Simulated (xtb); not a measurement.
C$_{3}$H$_{6}$NO (SMILES [CH2]N(C)C=O), doublet, from a rough starting geometry; GFN2-xTB run with xtb.

The xtb input:
```
$ xtb mol.xyz --gfn 2 --uhf 1 --opt vtight --json

# file mol.xyz
11

C     -0.94376774    -0.71292184    -0.81629015
N     -0.17616565     0.08448060    -0.06127513
C      1.15825896    -0.41724129     0.19339892
C     -0.63322342     1.25879822     0.49786169
O     -1.67653366     1.65995105     0.38871343
H     -0.57293897    -1.60391050    -1.25925911
H     -1.93403150    -0.42535486    -1.02408796
H      1.15331007    -1.30494537     0.79303134
H      1.74218395     0.35424882     0.78529062
H      1.72722854    -0.56686571    -0.68770128
H      0.13297759     1.75861849     1.10410027
```

The log (banner, timings and long lists left out):

```
   ID    Z sym.   atoms
    1    6 C      1, 3, 4
    2    7 N      2
    3    8 O      5
    4    1 H      6-11

           -------------------------------------------------
          |                Calculation Setup                |
           -------------------------------------------------

           -------------------------------------------------
          |                 G F N 2 - x T B                 |
           -------------------------------------------------

          ...................................................
          :                      SETUP                      :
          :.................................................:
          :  # basis functions                  26          :
          :  # atomic orbitals                  26          :
          :  # shells                           16          :
          :  # electrons                        29          :
          :  max. iterations                   250          :
          :  Hamiltonian                  GFN2-xTB          :
          :  restarted?                      false          :
          :  GBSA solvation                  false          :
          :  PC potential                    false          :
          :  electronic temp.          300.0000000     K    :
          :  accuracy                    1.0000000          :
          :  -> integral cutoff          0.2500000E+02      :
          :  -> integral neglect         0.1000000E-07      :
          :  -> SCF convergence          0.1000000E-05 Eh   :
          :  -> wf. convergence          0.1000000E-03 e    :
          :  Broyden damping             0.4000000          :
          :  net charge                          0          :
          :  unpaired electrons                  1          :
          ...................................................

 iter      E             dE          RMSdq      gap      omega  full diag
   1    -16.5637314 -0.165637E+02  0.394E+00    3.61       0.0  T
   2    -16.6193195 -0.555881E-01  0.245E+00    2.85       1.0  T
   3    -16.6237163 -0.439676E-02  0.140E+00    3.24       1.0  T
   4    -16.6236685  0.477370E-04  0.339E-01    2.92       1.0  T
   5    -16.6246465 -0.977934E-03  0.969E-02    3.08       1.0  T
   6    -16.6246708 -0.242803E-04  0.408E-02    3.07       1.0  T
   7    -16.6246712 -0.394031E-06  0.110E-02    3.07       2.7  T
   8    -16.6246716 -0.442162E-06  0.447E-03    3.07       6.8  T
   9    -16.6246716 -0.145393E-07  0.167E-03    3.07      18.0  T
  10    -16.6246716 -0.120228E-08  0.539E-04    3.07      55.9  T
  11    -16.6246716 -0.214418E-08  0.103E-04    3.07     292.0  T

   *** convergence criteria satisfied after 11 iterations ***

         :::::::::::::::::::::::::::::::::::::::::::::::::::::
         ::                     SUMMARY                     ::
         :::::::::::::::::::::::::::::::::::::::::::::::::::::
         :: total energy             -16.384832179468 Eh    ::
         :: gradient norm              0.252546832164 Eh/a0 ::
         :: HOMO-LUMO gap              3.067628441975 eV    ::
         ::.................................................::
         :: SCC energy               -16.624667503023 Eh    ::
         :: -> isotropic ES            0.026119029088 Eh    ::
         :: -> anisotropic ES          0.002635639615 Eh    ::
         :: -> anisotropic XC          0.004968765840 Eh    ::
         :: -> dispersion             -0.005533637326 Eh    ::
         :: repulsion energy           0.239835323555 Eh    ::
         :: add. restraining           0.000000000000 Eh    ::
         :: total charge              -0.000000000000 e     ::
         :::::::::::::::::::::::::::::::::::::::::::::::::::::

      -----------------------------------------------------------
     |                   =====================                   |
     |                        A N C O P T                        |
     |                   =====================                   |
     |               Approximate Normal Coordinate               |
     |                Rational Function Optimizer                |
      -----------------------------------------------------------
      -----------------------------------------------------------
     |                   =====================                   |
     |                        A N C O P T                        |
     |                   =====================                   |
     |               Approximate Normal Coordinate               |
     |                Rational Function Optimizer                |
      -----------------------------------------------------------

          ...................................................
          :                      SETUP                      :
          :.................................................:
          :   optimization level         verytight          :
          :   max. optcycles                   220          :
          :   ANC micro-cycles                  20          :
          :   degrees of freedom                27          :
          :.................................................:
          :   RF solver                   davidson          :
          :   write xtbopt.log                true          :
          :   linear?                        false          :
          :   energy convergence         0.1000000E-06 Eh   :
          :   grad. convergence          0.2000000E-03 Eh/α :
          :   maxmium RF displ.          1.0000000          :
          :   Hlow (freq-cutoff)         0.1000000E-01      :
          :   Hmax (freq-cutoff)         5.0000000          :
          :   S6 in model hess.         20.0000000          :
          ...................................................

generating ANC from exact Hessian ...
Using Lindh-Hessian (1995)
 Shifting diagonal of input Hessian by    0.0000000000000000
 Lowest  eigenvalues of input Hessian
[...]
 * total energy  :   -16.4029991 Eh     change       -0.9919620E-04 Eh
 * total energy  :   -16.4030381 Eh     change       -0.3907027E-04 Eh
 * total energy  :   -16.4030462 Eh     change       -0.8068107E-05 Eh
 * total energy  :   -16.4030479 Eh     change       -0.1721528E-05 Eh
 * total energy  :   -16.4030486 Eh     change       -0.6575187E-06 Eh
 * total energy  :   -16.4030496 Eh     change       -0.1070669E-05 Eh
 * total energy  :   -16.4030510 Eh     change       -0.1329887E-05 Eh
 * total energy  :   -16.4030527 Eh     change       -0.1750823E-05 Eh
 * total energy  :   -16.4030540 Eh     change       -0.1267854E-05 Eh
 * total energy  :   -16.4030549 Eh     change       -0.9534878E-06 Eh
 * total energy  :   -16.4030552 Eh     change       -0.2710135E-06 Eh
 * total energy  :   -16.4030553 Eh     change       -0.9241694E-07 Eh
   *** GEOMETRY OPTIMIZATION CONVERGED AFTER 15 ITERATIONS ***
         :: total energy             -16.403055310258 Eh    ::
[...]
         :: HOMO-LUMO gap              2.789799018792 eV    ::
         ::.................................................::
         :: SCC energy               -16.598934425471 Eh    ::
         :: -> isotropic ES            0.032281335405 Eh    ::
         :: -> anisotropic ES          0.002596412285 Eh    ::
         :: -> anisotropic XC          0.006768349254 Eh    ::
         :: -> dispersion             -0.005460306945 Eh    ::
         :: repulsion energy           0.195879115214 Eh    ::
         :: add. restraining           0.000000000000 Eh    ::
         :: total charge               0.000000000000 e     ::
         :::::::::::::::::::::::::::::::::::::::::::::::::::::

           -------------------------------------------------
          |                Property Printout                |
           -------------------------------------------------

    * Orbital Energies and Occupations

         #    Occupation            Energy/Eh            Energy/eV
      -------------------------------------------------------------
         1        2.0000           -0.6977880             -18.9878
       ...           ...                  ...                  ...
         3        2.0000           -0.6463324             -17.5876
         4        2.0000           -0.6372278             -17.3399
         5        2.0000           -0.5759930             -15.6736
         6        2.0000           -0.5670267             -15.4296
         7        2.0000           -0.5634336             -15.3318
         8        2.0000           -0.5363485             -14.5948
         9        2.0000           -0.5103441             -13.8872
        10        2.0000           -0.5078588             -13.8195
        11        2.0000           -0.4958305             -13.4922
        12        2.0000           -0.4736151             -12.8877
        13        2.0000           -0.4492878             -12.2257
        14        2.0000           -0.4015332             -10.9263
        15        1.0000           -0.3053553              -8.3091 (HOMO)
        16                         -0.2028321              -5.5193 (LUMO)
        17                          0.0076095               0.2071
        18                          0.0838988               2.2830
        19                          0.1310824               3.5669
        20                          0.1449363               3.9439
        21                          0.1695033               4.6124
        22                          0.1797799               4.8921
        23                          0.2633099               7.1650
        24                          0.3238469               8.8123
        25                          0.4098674              11.1531
        26                          0.6139008              16.7051
      -------------------------------------------------------------
                  HL-Gap            0.1025232 Eh            2.7898 eV
             Fermi-level           -0.3037690 Eh           -8.2660 eV

     #   Z          covCN         q      C6AA      α(0)
     1   6 C        2.804    -0.085    30.109     8.990
     2   7 N        2.729    -0.001    21.279     6.851
     3   6 C        3.706    -0.060    21.800     6.674
     4   6 C        2.722     0.217    23.405     7.920
     5   8 O        0.857    -0.402    21.728     6.250
     6   1 H        0.927     0.049     2.336     2.390
     7   1 H        0.927     0.077     2.008     2.216
     8   1 H        0.924     0.069     2.099     2.265
     9   1 H        0.925     0.065     2.142     2.289
    10   1 H        0.924     0.069     2.098     2.265
    11   1 H        0.923     0.002     3.030     2.722

 Mol. C6AA /au·bohr⁶  :       1104.304928
 Mol. C8AA /au·bohr⁸  :      23815.899794
 Mol. α(0) /au        :         50.832023

Wiberg/Mayer (AO) data.
largest (>0.10) Wiberg bond orders for each atom

 ---------------------------------------------------------------------------
     #   Z sym  total        # sym  WBO       # sym  WBO       # sym  WBO
 ---------------------------------------------------------------------------
     1   6 C    3.530 --     2 N    1.325     6 H    0.980     7 H    0.973
                             4 C    0.111
     2   7 N    3.653 --     1 C    1.325     4 C    1.171     3 C    0.999
                             5 O    0.147
     3   6 C    3.967 --     2 N    0.999     9 H    0.978    10 H    0.974
                             8 H    0.974
     4   6 C    3.945 --     5 O    1.702     2 N    1.171    11 H    0.925
                             1 C    0.111
     5   8 O    2.018 --     4 C    1.702     2 N    0.147
     6   1 H    0.998 --     1 C    0.980
     7   1 H    0.994 --     1 C    0.973
     8   1 H    0.995 --     3 C    0.974
     9   1 H    0.996 --     3 C    0.978
    10   1 H    0.995 --     3 C    0.974
    11   1 H    1.000 --     4 C    0.925
 ---------------------------------------------------------------------------

Topologies differ in total number of bonds
Writing topology from bond orders to xtbtopo.mol

molecular dipole:
                 x           y           z       tot (Debye)
 q only:        1.334      -1.010      -0.084
   full:        1.588      -1.086      -0.031       4.891
molecular quadrupole (traceless):
                xx          xy          yy          xz          yz          zz
 q only:       -1.118       5.050      -1.529       1.750      -0.133       2.646
  q+dip:       -2.442       6.488      -1.055       1.916       0.453       3.498
   full:       -2.529       6.589      -1.298       1.637      -0.122       3.827

optimized geometry written to: xtbopt.xyz

           -------------------------------------------------
          | TOTAL ENERGY              -16.403055310258 Eh   |
          | GRADIENT NORM               0.000102936539 Eh/α |
          | HOMO-LUMO GAP               2.789799018792 eV   |
           -------------------------------------------------
```
